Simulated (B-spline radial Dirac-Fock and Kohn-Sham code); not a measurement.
## Successive ionisation energies of lanthanum: Dirac-Fock against NIST

Method: ΔSCF Dirac-Fock with Breit, self-energy and vacuum polarisation, finite nucleus, configuration average. Computed with a radial finite-basis atomic code. Each value is the difference of the configuration-average energies of two neighbouring ions in their tabulated ground configurations. Correlation energy is missing from these numbers. NIST's values refer to the lowest levels; many for high charge states are themselves semi-empirical or theoretical. Where a p, d or f shell is open in either ion the computed value averages over both j values and all terms, while the table refers to the lowest levels; that difference holds spin-orbit splitting (largest in heavy or highly charged ions), term energies where several electrons share open shells, and correlation, and it can reach 10 % or more.

```
  ion  configuration  computed (eV)       NIST (eV)            kind  NIST − computed (eV)
La²⁸⁺  [Ar] 3d10 4s1         1037.6  1039.09 ± 0.12  semi-empirical                 +1.49
La²⁹⁺      [Ar] 3d10         1807.2        1800 ± 4     theoretical                 -7.23
La³⁰⁺       [Ar] 3d9         1895.9        1884 ± 4     theoretical                -11.87
La³¹⁺       [Ar] 3d8         1986.1        1974 ± 4     theoretical                -12.09
La³²⁺       [Ar] 3d7         2077.9        2069 ± 4     theoretical                 -8.88
La³³⁺       [Ar] 3d6         2171.2        2162 ± 5     theoretical                 -9.24
La³⁴⁺       [Ar] 3d5         2266.2        2259 ± 5     theoretical                 -7.16
La³⁵⁺       [Ar] 3d4         2362.6        2377 ± 5     theoretical                +14.35
```

Q: Where in this range is the largest relative jump, and why?

A: From La²⁸⁺ (1037.6 eV) to La²⁹⁺ (1807.2 eV), a factor of 1.74. The configuration goes from [Ar] 3d10 4s1 to [Ar] 3d10, so the next electron comes out of a deeper subshell.
